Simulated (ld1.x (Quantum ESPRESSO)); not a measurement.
## Reading a pseudo-wave (S (Z = 16))

Columns: radius, all-electron u(r) and pseudo u(r) of the 3s shell (level -17.14 eV) of sulfur in the configuration [Ne] 3s2 3p4; PBE, non-relativistic, TM scheme, ld1.x (Quantum ESPRESSO) 7.5.

| r (bohr) | all-electron | pseudo |
| --- | --- | --- |
| 0.070 | 0.1945 | 0.0262 |
| 0.140 | -0.0390 | 0.0531 |
| 0.210 | -0.2665 | 0.0813 |
| 0.280 | -0.3868 | 0.1116 |
| 0.350 | -0.4011 | 0.1448 |
| 0.420 | -0.3376 | 0.1816 |
| 0.490 | -0.2256 | 0.2228 |
| 0.560 | -0.0886 | 0.2691 |
| 0.630 | 0.0563 | 0.3209 |
| 0.700 | 0.1978 | 0.3785 |
| 0.770 | 0.3288 | 0.4412 |
| 0.840 | 0.4454 | 0.5077 |
| 0.910 | 0.5458 | 0.5756 |
| 0.980 | 0.6300 | 0.6415 |
| 1.050 | 0.6984 | 0.7016 |
| 1.120 | 0.7519 | 0.7524 |
| 1.190 | 0.7914 | 0.7915 |
| 1.260 | 0.8184 | 0.8184 |
| 1.330 | 0.8343 | 0.8343 |
| 1.400 | 0.8406 | 0.8406 |
| 1.470 | 0.8387 | 0.8387 |
| 1.540 | 0.8299 | 0.8299 |
| 1.610 | 0.8155 | 0.8155 |
| 1.680 | 0.7965 | 0.7965 |
| 1.750 | 0.7738 | 0.7738 |
| 1.820 | 0.7484 | 0.7484 |

Question: How many radial nodes do the two functions have?

Answer: The all-electron 3s function has n − l − 1 = 2; the pseudo-wave has 0, since the states of the same l below it are removed with the core.

Question: At about which radius was the pseudo-wave matched?

Answer: 1.25 bohr. The columns agree to 0.0005 from 1.12 bohr on; several derivatives are matched, so the curves merge somewhat inside the radius.

Question: Is the pseudo-wave norm-conserving?

Answer: Yes: the TM scheme keeps the norm inside the radius equal to the all-electron one, which fixes the energy derivative of the logarithmic derivative at the level.
